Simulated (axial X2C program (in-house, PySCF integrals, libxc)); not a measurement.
Nuclear properties of SbB⁺

Calculated with an axial X2C code built on PySCF integrals: two-component X2C with atomic mean-field Coulomb and Gaunt terms, Gaussian nuclei, basis Sb dyall-cv3z, B dyall-v3z with contracted cores.

R = 2.182 Å (near the PBE0 minimum at charge 1 of the determinant lowest at the starting distance; the state shown can have its own minimum elsewhere).

Input and command:
```json
{"zs": [51, 5], "q": 1, "bas": ["dyall-cv3z", "dyall-v3z"], "r0": 2.25, "levels": ["PBE0", "HF", "TPSSh", "B3LYP", "BHandHLYP"], "nst": 3}
```
```bash
python soeom.py task.json out
```

Keys: zs atomic numbers; q charge; bas basis sets; r0 starting distance in Å; levels methods; nst determinants followed.

Determinant lowest in the PBE0 search, Ω = 3/2 (⟨Sz⟩ = 1.48, ⟨Lz⟩ = 0.02 at PBE0), spin on the atoms Sb 0.87, B 0.61:

```json
{"level": "PBE0", "Eeff magnitude (GV/cm)": "0.846", "Ws magnitude Sb (kHz)": "0.53", "A∥/gI Sb (MHz)": "-533", "qzz Sb (a.u.)": "-3.29", "A∥/gI B (MHz)": "111", "qzz B (a.u.)": "-0.33"}
{"level": "HF", "Eeff magnitude (GV/cm)": "0.578", "Ws magnitude Sb (kHz)": "0.0299", "A∥/gI Sb (MHz)": "-654", "qzz Sb (a.u.)": "-1.91", "A∥/gI B (MHz)": "101", "qzz B (a.u.)": "-0.47"}
{"level": "TPSSh", "Eeff magnitude (GV/cm)": "0.436", "Ws magnitude Sb (kHz)": "0.376", "A∥/gI Sb (MHz)": "-482", "qzz Sb (a.u.)": "-3.33", "A∥/gI B (MHz)": "115", "qzz B (a.u.)": "-0.33"}
{"level": "B3LYP", "Eeff magnitude (GV/cm)": "1.58", "Ws magnitude Sb (kHz)": "0.814", "A∥/gI Sb (MHz)": "-446", "qzz Sb (a.u.)": "-3.03", "A∥/gI B (MHz)": "118", "qzz B (a.u.)": "-0.34"}
{"level": "BHandHLYP", "Eeff magnitude (GV/cm)": "1.91", "Ws magnitude Sb (kHz)": "0.968", "A∥/gI Sb (MHz)": "-513", "qzz Sb (a.u.)": "-2.42", "A∥/gI B (MHz)": "111", "qzz B (a.u.)": "-0.39"}
```

Determinant 0.54 eV from it at PBE0 and this distance, Ω = 1/2 (⟨Sz⟩ = 0.49, ⟨Lz⟩ = 0.01 at PBE0), spin on the atoms Sb 0.08, B 0.40:

```csv
level,Eeff magnitude (GV/cm),Ws magnitude Sb (kHz),A∥/gI Sb (MHz),qzz Sb (a.u.),A∥/gI B (MHz),qzz B (a.u.)
PBE0,0.742,1,212,-2.47,339,-0.37
HF,0.348,0.643,281,-2.56,326,-0.44
TPSSh,0.983,1.29,209,-2.28,346,-0.37
B3LYP,0.928,1.23,178,-2.29,352,-0.39
BHandHLYP,1.03,1.38,23.5,-1.98,338,-0.42
```

Eeff is the effective electric field on the electron electric dipole moment in this Ω state and Ws the scalar–pseudoscalar constant of the nucleus named (defined with the proton number Z and per Ω); A∥ (defined per Ω) follows by multiplying with gI = μI/(I μN); qzz is the electric field gradient, eQq0 = 234.96 MHz × Q/barn × qzz. The operators were transformed with the bare-nucleus X2C matrices; with these basis sets, hyperfine constants and field gradients can be off by tens of per cent, and where levels differ in sign neither size nor sign is settled.

Question: With gI(121Sb) = 1.3454, Q(121Sb) = -0.543 barn, gI(11B) = 1.7924, Q(11B) = 0.04059 barn (g factors from the IAEA table of nuclear moments by Stone; Q from Pyykkö, Mol. Phys. 2018), turn the PBE0 values of the first state into constants in MHz.

Answer: A∥(121Sb) = -533 × 1.3454 = -717 MHz; eQq0(121Sb) = 234.96 × (-0.543) × (-3.29) = 420 MHz; A∥(11B) = 111 × 1.7924 = 199 MHz; eQq0(11B) = 234.96 × (0.04059) × (-0.33) = -3.15 MHz.

Each state is one determinant with collinear spin, which with several unpaired electrons need not be a pure state. Unrestricted Hartree–Fock can overshoot spin polarisation at the nuclei. In the state Ω = 3/2 the sign of Eeff differs between levels (HF against PBE0). This is the top spin component of a Σ state; components of lower Ω are not single determinants and can lie lower. With several open shells hyperfine constants can be off by a factor of several. Where Eeff spreads by more than a factor of two the levels disagree and none is to be relied on. States lie within half an eV, so the first need not be the ground state. Further determinants of the search, some of them spin-mixed, are not shown. PBE0 term energies can be off by some tenths of an eV.
